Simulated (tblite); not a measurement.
C7H9O2P.
Cartesian coordinates in Å at the GFN2-xTB level; atoms count from 1:
```
atom  x, y, z in Å
C1    -2.022    1.188   -0.304
C2    -2.003   -0.305   -0.115
C3    -1.565   -0.839    1.289
P4    -0.516   -1.348   -0.096
O5    -0.471   -2.714   -0.630
C6     1.015   -0.431   -0.152
C7     2.190   -0.793   -0.754
C8     3.086    0.272   -0.517
C9     2.392    1.194    0.205
O10    1.137    0.779    0.433
H11   -1.102    1.632    0.068
H12   -2.859    1.620    0.245
H13   -2.132    1.446   -1.356
H14   -2.873   -0.816   -0.520
H15   -1.225   -0.079    1.977
H16   -2.205   -1.583    1.745
H17    2.368   -1.704   -1.286
H18    4.105    0.341   -0.841
H19    2.670    2.151    0.602
```

All values are computed: GFN2-xTB (tblite) harmonic vibrations without scaling, gas phase. Against measured fundamentals such values can be off by several per cent, at times by over 20. One conformer, not necessarily the lowest.

Harmonic wavenumbers (cm⁻¹): 47.3, 94.3, 101.1, 176.2, 191.7, 202.0, 266.4, 303.2, 333.8, 392.5, 438.3, 583.7, 604.1, 684.7, 697.7, 747.1, 773.5, 825.2, 851.7, 856.4, 885.2, 907.0, 934.9, 972.9, 1012.7, 1027.9, 1081.8, 1097.5, 1113.2, 1120.6, 1160.8, 1189.9, 1224.8, 1266.0, 1303.0, 1363.4, 1382.5, 1410.4, 1431.1, 1489.5, 1491.4, 1546.6, 2993.7, 3003.0, 3029.1, 3048.0, 3050.4, 3079.4, 3163.6, 3185.3, 3194.7.

A = 1987, B = 944.0, C = 718.3 MHz; mass 156.034 u (most abundant isotopes); point group C1, symmetry number 1.

Q: What is the zero-point energy?

A: Half the sum of the wavenumbers: 31666 cm⁻¹ = 378.80 kJ/mol.

Q: Entropy at 273.15 K, 1 bar (ideal gas, RRHO, classical rotation)?

A: Translation 170.02, rotation 123.83, vibration 108.17: S = 402.0 J/(mol K).

Q: And Cp and H(273.15 K) − H(0)?

A: Cp = 153.48 J/(mol K), of which vibrations give 120.22 (their classical limit is 51 R = 424.0); H(273.15 K) − H(0) = 25.16 kJ/mol without the zero-point energy, 16.08 from vibrations.

Q: Which modes carry the vibrational entropy at 273.15 K?

A: 47.3 cm⁻¹: 19.89; 94.3 cm⁻¹: 14.22; 101.1 cm⁻¹: 13.65; 176.2 cm⁻¹: 9.23; 191.7 cm⁻¹: 8.58; 202.0 cm⁻¹: 8.18 J/(mol K); the other 45 give 34.43 together.

Q: How do the functions run with temperature in this model?

A: 
| T (K) | S (J/(mol K)) | Cp (J/(mol K)) | H − H(0) (kJ/mol) | G − H(0) (kJ/mol) | ln q(vib) |
| --- | --- | --- | --- | --- | --- |
| 50 | 248.5 | 53.0 | 2.04 | -10.39 | 0.43 |
| 100 | 293.1 | 77.6 | 5.32 | -23.98 | 1.52 |
| 298.15 | 416.0 | 165.4 | 29.15 | -94.87 | 6.58 |
| 373.15 | 456.8 | 199.7 | 42.86 | -127.61 | 8.54 |
| 500 | 522.4 | 248.7 | 71.44 | -189.77 | 11.89 |
| 750 | 636.6 | 313.1 | 142.38 | -335.07 | 18.35 |
| 1000 | 732.5 | 352.8 | 225.97 | -506.55 | 24.39 |

q(vib) and H(0) count from the zero-point level.

Hindered rotation and anharmonicity are outside this model. Other conformers, if any are populated, would add a mixing term that is left out. The structure is chiral; the term R ln 2 for an equal mix with its mirror image is left out.
